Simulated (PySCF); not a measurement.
CdF₂, SMILES [F][Cd][F].

The structure is a stationary point at PBE0-D3(BJ)/def2-TZVP. The def2 effective core potentials stand for the cores of Cd; spin–orbit coupling is left out.

Level of theory: M06-2X/def2-TZVPD run with PySCF.

Gas-phase values at a fixed geometry.

| Property | Result |
|---|---|
| total energy | -367.42868 hartree |
| point group | D∞h |
| highest occupied level | -12.21 eV |
| lowest empty level | -1.75 eV |
| orbital gap | 10.46 eV |
| dipole moment | 0.00 D |
| quadrupole, principal values (traceless, Buckingham form, about the centre of nuclear charge) | -19.03, 9.52, 9.52 D·Å |
| mean static polarisability | 24.1 bohr³ (3.57 Å³) |
| polarisability, principal values | 20.0, 20.0, 32.2 bohr³ |
